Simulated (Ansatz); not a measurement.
Born–Oppenheimer molecular dynamics of AlF₂H₃OSi (8 atoms, charge 0, multiplicity 1). It starts from a relaxed structure.

Level of theory: RKS r2SCAN/STO-3G in Ansatz 0.2.0.

```
ensemble        : NVT, Nosé–Hoover chain
time step       : 0.5 fs
steps asked     : 250
set temperature : 300 K
thermostat      : time constant 3 fs, chain length 1
seed            : 848565
```

First frame:

```xyz
8
Properties=species:S:1:pos:R:3
Al -0.054 -0.029 -0.108
F -0.477 -0.064 1.467
F 1.371 0.602 -0.574
O -1.077 -0.649 -1.303
Si -2.555 -1.300 -0.793
H -2.394 -2.431 0.109
H -3.400 -0.326 -0.120
H -3.256 -1.764 -1.973
```

(1) How far do the bonds stretch over the last three quarters of this one trajectory? (Pairs bonded in most of those frames.)

## Answers

(1) 
```
  bond  mean (Å)  spread (Å)  shortest  longest
Al1–F2     1.630       0.028      1.59     1.70
Al1–F3     1.620       0.020      1.58     1.67
Al1–O4     1.676       0.047      1.58     1.73
O4–Si5     1.686       0.051      1.62     1.80
Si5–H6     1.458       0.031      1.40     1.52
Si5–H7     1.455       0.016      1.42     1.49
Si5–H8     1.449       0.021      1.41     1.48
```

Mean temperature of the second half: 299 K. The conserved energy stayed within 0.17 meV per atom of its start (net change 0.098 meV per atom), so the integration is sound. A run of 0.12 ps of so small a system gives no equilibrium averages. Limits of this set-up: minimal basis.

Time of the run: 11 min on 1 thread of Arm Neoverse V2 (shared host), peak memory 0.11 GiB.
